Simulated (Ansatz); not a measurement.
`[F][Ti]([F])([F])[Cl]` + H₂Se → `[F][Ti]([F])([F])[SeH]` + HCl at 600 K and 1 bar (ligand exchange at a Ti–Cl bond).

Gas-phase electronic energies from Ansatz, PBE0-D4/def2-TZVP geometries. CCSD(T)/CBS adds triple-zeta CCSD(T) − MP2 to the extrapolated MP2 energy (def2 sets, frozen cores). This one scheme is used for every species. For Se, Ti outer-core shells are correlated without core-valence functions, which leaves a few kJ/mol of doubt a bond. Scalar relativity is left out up to krypton. Each species was taken in one conformer, which may not be the lowest.

```
                 species  CCSD(T)/CBS energy (Eh)  H − E (kJ/mol)  S (J/(mol·K))
 `[F][Ti]([F])([F])[Cl]`              -1608.34854            70.1          395.2
                    H₂Se              -2401.89790            57.0          244.8
`[F][Ti]([F])([F])[SeH]`              -3549.84726            94.7          448.7
                     HCl               -460.38127            35.4          207.2
```

H − E and S are ideal-gas, rigid-rotor, harmonic terms from PBE0-D4/def2-TZVP, for one conformer and one mirror image of each species. 1 Eh = 2625.50 kJ/mol, R = 8.31446 J/(mol·K).

Task: By hand: ΔE, ΔH, ΔS and ΔG.

Result: ΔE = (-3549.84726) + (-460.38127) − (-1608.34854) − (-2401.89790) = 0.01791 Eh = 47.0 kJ/mol. Δ(H − E) = 94.7 + 35.4 − 70.1 − 57.0 = 3.0, so ΔH = 50.0 kJ/mol. ΔS = 448.7 + 207.2 − 395.2 − 244.8 = 15.9 J/(mol·K). ΔG = 50.0 − 600 × (15.9)/1000 = 40.5 kJ/mol.

Task: By hand: the equilibrium constant, and the temperature at which ΔG would vanish if ΔH and ΔS stayed fixed.

Result: log₁₀ K = −ΔG/(RT ln 10) = -3.5. ΔG = 0 at ΔH/ΔS = 3145 K, far beyond where these terms or the molecules hold.

ΔH outweighs TΔS. A doubt of 5 kJ/mol in ΔE shifts log₁₀ K by 0.4 here. Other conformers and mirror images would add mixing entropy, several J/(mol·K) or more a flexible species. These are equilibria of isolated gas molecules and say nothing of rates. Largest T1 diagnostic: 0.024 (customary marks: 0.02 for closed shells, 0.045 for open ones).
